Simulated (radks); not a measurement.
Tb58+, 7 electrons, occupied as [He] 2s2 2p3. Calculated with a radial shooting solver on a logarithmic mesh with Libxc functionals: scalar-relativistic Kohn-Sham, r2SCAN, spin-polarised, spherical densities, finite nucleus; open shells are filled with parallel spins first (spin-orbit coupling, left out, can overturn this in heavy ions); meta-GGA in the generalised Kohn-Sham scheme; Fermi nuclear charge, rms radius 5.06 fm.

Normalised radial functions P(r) = r R(r), r in bohr:

```
   r/bohr * 1s up, o 1s down, + 2p up (the largest magnitude, 6.08, reaches the edge; | marks zero, & curves that meet)
 0.001063 +            &
 0.001319 +               &
 0.001637 +                 &
 0.002031 +                     &
 0.002521 |+                        &
 0.003104 |+                            &
 0.003852 |+                                &
 0.004781 | +                                    &
 0.005934 | +                                        *o
 0.007364 |  +                                            &
 0.009067 |   +                                               &
  0.01125 |     +                                               &
  0.01397 |        +                                             &
  0.01733 |           +                                        *o
  0.02151 |              +                                 &
   0.0267 |                  +                       &
  0.03287 |                       +          &
   0.0408 |                        &  +
  0.05063 |               &              +
  0.06284 |        &                      +
  0.07799 |   &                         +
   0.0968 | &                      +
   0.1192 &                  +
   0.1479 &           +
   0.1836 &     +
   0.2278 & +
   0.2828 &+
   0.3509 &
   0.4321 &
   0.5363 &
   0.6656 &
```

1s up: eigenvalue -57538 eV, 0 radial nodes, <r> = 0.0215 bohr, 90 % of the charge inside 0.0388 bohr. 1s down: eigenvalue -57472 eV, 0 radial nodes, <r> = 0.0214 bohr, 90 % of the charge inside 0.0388 bohr. 2p up: eigenvalue -12731.4 eV, 0 radial nodes, <r> = 0.0774 bohr, 90 % of the charge inside 0.125 bohr.
